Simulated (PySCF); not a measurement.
## Computed structure and properties of [HgO(OH)]−

System: [HgO(OH)]− (singlet); start: template (C1). Method: PySCF 2.14.0, RKS PBE0, Hg def2-SVP with ECP60, O def2-SVP, H def2-SVP; non-relativistic Hamiltonian with scalar-relativistic core potentials where named; density fitting; no spin-orbit coupling.

Input of the relaxation:

```python
mol = gto.M(atom='''
Hg     0.02914    -0.00039    -0.09623
O      1.42054    -0.00039     0.52647
O     -1.62556    -0.00039     0.64427
H     -2.58506     0.09021     0.70337''',
    basis={'Hg': 'def2-SVP', 'O': 'def2-SVP', 'H': 'def2-SVP'},
    ecp={'Hg': 'def2-SVP'},
    charge=-1, spin=0)
mf = dft.RKS(mol, xc='PBE0')
mf.grids.atom_grid = (50, 194)
mf = mf.density_fit()  # fitting sets: Hg def2-universal-JKFIT, O def2-universal-JKFIT, H def2-universal-JKFIT
mf.conv_tol = 1e-08; mf.max_cycle = 55
mf.kernel(dm0)  # dm0: converged density of the start geometry
# quasi-Newton relaxation in Cartesian coordinates to a largest gradient under 0.00045 Eh/bohr, steps kept in the point group
```

Run from Python with OMP_NUM_THREADS=2; the lines above give its settings. Where DIIS fails, smearing, a level shift and second-order steps follow.
It took 16 s on 2 threads of Arm Neoverse V1, on a shared host, from the converged density of the start.

Course of the relaxation:

```tsv
step	energy above end (eV)	largest force component within the symmetry (eV/Å)
0	6.1871	27.783
1	1.9506	3.207
2	1.1249	1.938
3	0.7190	1.836
4	0.5303	1.620
5	0.4620	1.728
6	0.2516	1.859
7	0.1491	1.590
8	0.0638	0.520
9	0.0257	0.803
10	0.0034	0.254
11	0.0003	0.152
12	0.0000	0.048
13	0.0000	0.003
```

Relaxed geometry (Cs):

```xyz
4

Hg   -0.0339   -0.0359    0.4817
O     1.8051    0.0595    0.0953
O    -2.0350   -0.1727    0.9701
H    -2.4972    0.2382    0.2308
```

```csv
contact,Å
Hg1–O2 (O),1.882
Hg1–O3 (OH),2.064
```

On the finer grid (75, 302):

```json
{
  "HOMO": "-0.08 eV",
  "LUMO": "5.05 eV",
  "Dipole about the centre of mass": "3.11 D",
  "Set of Mulliken populations of Hg1 outside the core potential": "s 3.28, p 6.69, d 9.87, f 0.02",
  "D3(BJ) dispersion energy (not in the energies)": "-0.044 eV"
}
```

```json
{"atom": "Hg1", "Mulliken (e)": "0.15", "Löwdin (e)": "-0.04", "spin (e)": "0.00"}
{"atom": "O2", "Mulliken (e)": "-0.72", "Löwdin (e)": "-0.59", "spin (e)": "0.00"}
{"atom": "O3", "Mulliken (e)": "-0.57", "Löwdin (e)": "-0.40", "spin (e)": "0.00"}
{"atom": "H4", "Mulliken (e)": "0.14", "Löwdin (e)": "0.03", "spin (e)": "0.00"}
```

On the grid (50, 194), as all that follows. Harmonic modes: a minimum; lowest 177 cm⁻¹ (negative: unstable), highest 3859 cm⁻¹, zero-point energy 0.389 eV.

Rigid scan of O along the line from its metal:

distance to O2 (Å), energy (eV) and a bar:
```
     1.58      2.272 ##############################
     1.68      0.827 ###########
     1.78      0.171 ##
     1.88      0.000 
     1.98      0.119 ##
     2.08      0.401 #####
     2.18      0.764 ##########
     2.33      1.354 ##################
```

Taking off one OH (charge -1, singlet; the rest: singlet) in vacuum, both parts rigid, costs 5.39 eV; the small basis without counterpoise inflates it.

Rigid scan of OH along the line from its metal:

```json
{"distance to O3 (Å)": "1.76", "energy (eV)": "1.161"}
{"distance to O3 (Å)": "1.86", "energy (eV)": "0.427"}
{"distance to O3 (Å)": "1.96", "energy (eV)": "0.089"}
{"distance to O3 (Å)": "2.06", "energy (eV)": "0.000"}
{"distance to O3 (Å)": "2.16", "energy (eV)": "0.062"}
{"distance to O3 (Å)": "2.26", "energy (eV)": "0.214"}
{"distance to O3 (Å)": "2.46", "energy (eV)": "0.640"}
{"distance to O3 (Å)": "2.76", "energy (eV)": "1.322"}
{"distance to O3 (Å)": "3.16", "energy (eV)": "2.072"}
{"distance to O3 (Å)": "3.66", "energy (eV)": "2.725"}
```

One start shape was tried, so this needn't be the lowest isomer.
